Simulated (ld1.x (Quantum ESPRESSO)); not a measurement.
**u(r) = r·R(r): atom against pseudo-atom (Ne (Z = 10))**

Columns: radius, all-electron u(r) and pseudo u(r) of the 2s shell (level -55.65 eV) of neon in the configuration [He] 2s2 2p5; PBE, scalar-relativistic, RRKJ scheme, ld1.x (Quantum ESPRESSO) 7.5.

```json
{"r (bohr)": "0.038", "all-electron": "0.3834", "pseudo": "-0.0618"}
{"r (bohr)": "0.075", "all-electron": "0.4946", "pseudo": "-0.1229"}
{"r (bohr)": "0.113", "all-electron": "0.4508", "pseudo": "-0.1872"}
{"r (bohr)": "0.150", "all-electron": "0.3224", "pseudo": "-0.2522"}
{"r (bohr)": "0.188", "all-electron": "0.1472", "pseudo": "-0.3221"}
{"r (bohr)": "0.225", "all-electron": "-0.0380", "pseudo": "-0.3939"}
{"r (bohr)": "0.263", "all-electron": "-0.2259", "pseudo": "-0.4718"}
{"r (bohr)": "0.300", "all-electron": "-0.3966", "pseudo": "-0.5513"}
{"r (bohr)": "0.338", "all-electron": "-0.5538", "pseudo": "-0.6359"}
{"r (bohr)": "0.375", "all-electron": "-0.6869", "pseudo": "-0.7194"}
{"r (bohr)": "0.413", "all-electron": "-0.8023", "pseudo": "-0.8037"}
{"r (bohr)": "0.450", "all-electron": "-0.8943", "pseudo": "-0.8812"}
{"r (bohr)": "0.488", "all-electron": "-0.9692", "pseudo": "-0.9525"}
{"r (bohr)": "0.525", "all-electron": "-1.0246", "pseudo": "-1.0106"}
{"r (bohr)": "0.563", "all-electron": "-1.0654", "pseudo": "-1.0566"}
{"r (bohr)": "0.600", "all-electron": "-1.0914", "pseudo": "-1.0870"}
{"r (bohr)": "0.638", "all-electron": "-1.1058", "pseudo": "-1.1043"}
{"r (bohr)": "0.675", "all-electron": "-1.1096", "pseudo": "-1.1093"}
{"r (bohr)": "0.713", "all-electron": "-1.1046", "pseudo": "-1.1046"}
{"r (bohr)": "0.750", "all-electron": "-1.0925", "pseudo": "-1.0925"}
{"r (bohr)": "0.788", "all-electron": "-1.0740", "pseudo": "-1.0740"}
{"r (bohr)": "0.825", "all-electron": "-1.0512", "pseudo": "-1.0512"}
{"r (bohr)": "0.863", "all-electron": "-1.0239", "pseudo": "-1.0239"}
{"r (bohr)": "0.900", "all-electron": "-0.9943", "pseudo": "-0.9943"}
{"r (bohr)": "0.938", "all-electron": "-0.9616", "pseudo": "-0.9616"}
{"r (bohr)": "0.975", "all-electron": "-0.9281", "pseudo": "-0.9281"}
```

Task: How many radial nodes do the two functions have?

Result: The all-electron 2s function has n − l − 1 = 1; the pseudo-wave has 0, since the states of the same l below it are removed with the core.

Task: At about which radius was the pseudo-wave matched?

Result: 0.75 bohr. The columns agree to 0.0005 from 0.68 bohr on; several derivatives are matched, so the curves merge somewhat inside the radius.

Task: Where does each function peak?

Result: Outermost all-electron maximum near 0.68 bohr, pseudo maximum near 0.68 bohr (to the table’s step).

Task: Is the pseudo-wave norm-conserving?

Result: Yes: the RRKJ scheme keeps the norm inside the radius equal to the all-electron one, which fixes the energy derivative of the logarithmic derivative at the level.
